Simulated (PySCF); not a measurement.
Species: Ge(OtBu)H3, C4H12GeO.
Cartesian coordinates in Å at the PBE0-D3(BJ)/def2-SVP level; atoms count from 1:
```xyz
18
C4H12GeO angstrom
Ge     1.283   -0.162   -2.046
O      1.141    0.078   -0.287
C     -0.069    0.061    0.462
C     -0.942   -1.127    0.063
C      0.366   -0.070    1.917
C     -0.819    1.374    0.247
H     -1.844   -1.183    0.690
H     -1.276   -1.045   -0.985
H     -0.384   -2.070    0.174
H      0.925   -1.006    2.060
H     -0.501   -0.068    2.596
H      1.027    0.766    2.185
H     -1.126    1.486   -0.804
H     -0.169    2.223    0.506
H     -1.724    1.423    0.870
H      2.721    0.274   -2.351
H      0.264    0.710   -2.812
H      1.070   -1.646   -2.408
```

Theory: PySCF 2.14.0, density-fitted response routines, TDDFT CAM-B3LYP/def2-SVPD, vertical, gas phase, core orbitals frozen in the response. The CAM-B3LYP/def2-SVPD calculation is non-relativistic and has no spin–orbit coupling, an omission that weighs most on germanium.

Transition dipole moments from the ground state, in atomic units and in the frame of the coordinates above (overall signs are arbitrary), for the states with f of 0.002 or more among the lowest 7:

```tsv
state	E (eV)	μx	μy	μz
S1	6.791	0.045	-0.235	0.073
S2	7.249	0.026	-0.195	0.019
S3	7.527	-0.041	-0.051	-0.586
S4	7.893	-0.161	-0.006	-0.095
S5	8.079	-0.015	0.188	0.031
S6	8.338	0.044	-0.252	0.217
S7	8.378	-0.017	0.394	0.148
```

(1) Work out the oscillator strengths.

(2) Which bond between heavy atoms lies closest to the direction of the S3 transition dipole?

(3) What angle do the transition dipoles of S1 and S7 make?

## Answers

(1) f = (2/3) ΔE |μ|² with ΔE in hartree (27.2114 eV).

| state | \|μ\|² (au) | \|μ\| (D) | f |
| --- | --- | --- | --- |
| S1 | 0.063 | 0.64 | 0.010 |
| S2 | 0.039 | 0.50 | 0.007 |
| S3 | 0.348 | 1.50 | 0.064 |
| S4 | 0.035 | 0.48 | 0.007 |
| S5 | 0.037 | 0.49 | 0.007 |
| S6 | 0.113 | 0.85 | 0.023 |
| S7 | 0.177 | 1.07 | 0.036 |

(2) Ge1–O2, at 9° from it; next C3–C5 at 16°.

(3) |cos θ| = |μa·μb| / (|μa| |μb|) = 0.78, so θ ≈ 39° (taken between 0 and 90°, since the signs are arbitrary).

Without π bonds the low states may be Rydberg-like; a valence basis with one diffuse set may place them up to an eV too high.
